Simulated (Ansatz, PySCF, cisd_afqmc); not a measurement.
Species: AsO, charge 0, doublet. AsO (SMILES O=[As], doublet).
B3LYP-D3(BJ)/def2-TZVP minimum from Ansatz (a quantum-chemistry and plane-wave program):
```
As
O 1 1.6262
```
Charge 0, spin multiplicity 2.

Atomisation energy term by term, kcal/mol (programs: Ansatz, cisd_afqmc). Open shells are spin-unrestricted; no spin-orbit coupling. Correlated methods leave the cores frozen (noble-gas shells, and filled d and f shells in the p block). No relativity. The Monte Carlo rows (phaseless AFQMC, CISD trial, step 0.005/hartree) carry one-sigma bars that omit the constraint's bias. Outlying blocks are dropped, and bars are widened where a walk drifts. Over all cases where full CI ran beside it in this data, AFQMC minus full CI had a median of +0.1 mEh and passed +0.4 mEh in a tenth of the cases. CBS(X,Y): correlation extrapolated as X^-3, Hartree-Fock from the larger set (Q,5: extrapolated as (X+1)exp(-9√X)). A bracket is a step between two methods taken in the basis named. The UHF reference of AsO (O=[As], doublet) is spin-contaminated (<S^2> up to 0.47 over the pure value in the sets run). The determinant of AsO (O=[As], doublet) is a saddle point of the SCF energy; a lower one exists, which strains HF and MP2.

```csv
term,basis,kcal/mol
Hartree-Fock,"CBS(cc-pVQZ,cc-pV5Z)",26.13
CCSD correlation,"CBS(cc-pVQZ,cc-pV5Z)",78.13
(T),"CBS(cc-pVQZ,cc-pV5Z)",10.08
CCSDT(Q) - CCSD(T),cc-pVQZ,0.89
CCSDTQ - CCSDT(Q),cc-pVDZ,-0.69
minus zero-point energy,"harmonic, PySCF's Hessian at B3LYP-D3(BJ)/def2-TZVP",-1.43
sum: D0,,113.1
```

The step beyond CCSD(T) by other levels: CCSDTQ in cc-pVDZ 2.46; AFQMC/CISD in cc-pVDZ 1.33 ± 0.26; CCSDT(Q) in cc-pVDZ 3.15; CCSDT(Q) in cc-pVTZ 0.98 kcal/mol.
